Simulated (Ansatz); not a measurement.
`[CH3][SbH][SiH3]` + `N[SiH3]` → `[SiH3]N[SiH3]` + `[CH3][SbH2]`  (cleavage of the Si–Sb bond)

Isolated molecules relaxed with PBE0-D4/def2-TZVP in Ansatz; ΔE leaves out vibrations. CCSD(T)/CBS adds triple-zeta CCSD(T) − MP2 to the extrapolated MP2 energy (def2 sets, frozen cores). This one scheme is used for every species. DFT in def2-TZVPP. HSE06 is defined as in plane-wave codes. Elements past krypton have def2 core potentials. For Sb outer-core shells are correlated without core-valence functions, which leaves a few kJ/mol of doubt a bond.

`[CH3][SbH][SiH3]`:

```xyz
10

C     0.049    1.614   -0.672
Sb    1.324    0.359    0.554
Si   -0.143   -1.729    0.244
H    -1.000    1.479   -0.414
H     0.208    1.352   -1.718
H     0.335    2.654   -0.519
H     0.513    0.736    2.014
H     0.223   -2.769    1.243
H     0.083   -2.285   -1.118
H    -1.591   -1.412    0.385
```

`N[SiH3]`:

```xyz
7

N    -0.699    0.121    0.797
Si    0.449    0.035   -0.481
H    -0.479   -0.286    1.692
H    -1.680    0.020    0.592
H     1.760    0.487    0.053
H     0.657   -1.316   -1.084
H    -0.009    0.938   -1.568
```

`[SiH3]N[SiH3]`:

Cartesian coordinates in Å:
```
Si -1.259 0.407 -0.828
N 0.271 0.570 -0.047
Si 1.161 -0.604 0.851
H -1.841 -0.888 -0.398
H -1.146 0.417 -2.314
H -2.171 1.521 -0.450
H 0.734 1.459 -0.180
H 0.268 -1.769 1.064
H 1.595 -0.053 2.164
H 2.388 -1.058 0.139
```

`[CH3][SbH2]`:

```xyz
7

C    -0.697   -0.177   -0.495
Sb    0.943   -0.568    0.858
H    -0.569   -0.791   -1.386
H    -1.629   -0.459   -0.004
H    -0.731    0.874   -0.774
H     0.608    0.783    1.853
H     2.074    0.337   -0.052
```

CCSD(T)/CBS gives -4.5 kcal/mol.

Question: Another level gave -4.2 kcal/mol. Which?
A. BHLYP-D4/def2-TZVPP
B. r2SCANh/def2-TZVPP
C. HSE06/def2-TZVPP
D. HF/def2-TZVPP

Answer: B. r2SCANh -4.2, HF/def2-TZVPP -8.9, BHLYP-D4 -6.3, HSE06 -2.7 kcal/mol.

Question: What do rigid-rotor, harmonic-oscillator terms from PBE0-D4/def2-TZVP frequencies (298.15 K, 1 bar) make of the CCSD(T)/CBS value? (Best estimate.)

Answer: Computed: ΔZPE = -1.5 kcal/mol, ΔH = -6.3 kcal/mol, ΔS = 7 J/(mol·K), ΔG = -6.8 kcal/mol. Modes under 50 cm⁻¹ make the entropy rough.

Largest T1 diagnostic among the species: 0.013.

In def2-TZVPP, CCSD(T) changes the Hartree–Fock value by +3.0 kcal/mol (the triples alone add +0.6 kcal/mol) and MP2 by +3.5 kcal/mol. From BLYP to BHLYP (50 % exact exchange), in def2-TZVPP and without D4, ΔE moves by −2.5 kcal/mol. At CCSD(T), def2-SVP lies −1.3 kcal/mol from the extrapolated value and def2-TZVPP −1.3 kcal/mol.
